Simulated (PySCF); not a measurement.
Ground-state electric properties of a mixed set of molecules.

All values: PBE0/def2-SVPD (PySCF) at GFN2-xTB geometries, gas phase, one conformer each. Core orbitals are frozen in the response; Δα² is half the sum of the squared differences of the principal polarisabilities.

**Question.** Rank by dipole moment, lowest first.
A. `[OH:1][SiH:2]([OH:3])[O:4][SiH3:5]` with H–O1–Si2–O3 -167°, O1–Si2–O3–H -26°, O1–Si2–O4–Si5 -154°
B. `[CH2:1]=[CH:2][C:3](=[CH2:4])[C:5](=[O:6])[OH:7]` with C1–C2–C3–C4 180°, C2–C3–C5–O6 0°, C3–C5–O7–H 180°
C. `[CH3:1][O:2][C:3](=[O:4])[CH2:5][CH2:6][F:7]` with C1–O2–C3–O4 0°, O2–C3–C5–C6 180°, C3–C5–C6–F7 180°

**Answer.** A (0.97 D), B (1.86 D), C (2.50 D).

**Question.** Rank by HOMO energy, lowest first.
A. `C=CC(=C)C(=O)O`
B. `C(CC(OC)=O)F`
C. `O[SiH](O)O[SiH3]`
D. `C=COC(=O)C=C`

**Answer.** C (-8.74 eV), B (-8.43 eV), D (-7.50 eV), A (-7.18 eV).

All values together:

| SMILES | formula | μ (D) | HOMO (eV) | LUMO (eV) | α (Å³) | Δα (Å³) | electrons | α per electron (Å³) |
| --- | --- | --- | --- | --- | --- | --- | --- | --- |
| C=COC(=O)C=C | C5H6O2 | 1.78 | -7.50 | -1.79 | 10.78 | 9.27 | 52 | 0.207 |
| O[SiH](O)O[SiH3] | H6O3Si2 | 0.97 | -8.74 | 0.03 | 8.92 | 1.33 | 58 | 0.154 |
| C=CC(=C)C(=O)O | C5H6O2 | 1.86 | -7.18 | -1.79 | 10.42 | 7.11 | 52 | 0.200 |
| COC(=O)CCF | C4H7FO2 | 2.50 | -8.43 | -0.03 | 8.46 | 3.09 | 56 | 0.151 |

Conformers: `[CH2:1]=[CH:2][O:3][C:4](=[O:5])[CH:6]=[CH2:7]` with C1–C2–O3–C4 180°, C2–O3–C4–O5 0°, O3–C4–C6–C7 180°; `[OH:1][SiH:2]([OH:3])[O:4][SiH3:5]` with H–O1–Si2–O3 -167°, O1–Si2–O3–H -26°, O1–Si2–O4–Si5 -154°; `[CH2:1]=[CH:2][C:3](=[CH2:4])[C:5](=[O:6])[OH:7]` with C1–C2–C3–C4 180°, C2–C3–C5–O6 0°, C3–C5–O7–H 180°; `[CH3:1][O:2][C:3](=[O:4])[CH2:5][CH2:6][F:7]` with C1–O2–C3–O4 0°, O2–C3–C5–C6 180°, C3–C5–C6–F7 180°.
